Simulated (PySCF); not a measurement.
BeHF, SMILES [F][BeH]. Atoms are numbered in the order given.

```xyz
3

Be     0.0000     0.0000     0.7861
H      0.0000     0.0000     2.1149
F      0.0000     0.0000    -0.5844
```

Coordinates come from a PBE0-D3(BJ)/def2-TZVPD optimisation.

Level of theory: PySCF with B3LYP/pcJ-2.

Isotropic couplings with Fermi-contact, spin-dipole and both spin-orbit terms, one fixed conformer, no vibrational averaging. Isotopes: 19F, 1H.

Computed spin–spin coupling constants:
```tsv
pair	bonds apart	J (Hz)
H2–F3	2	57.1
```
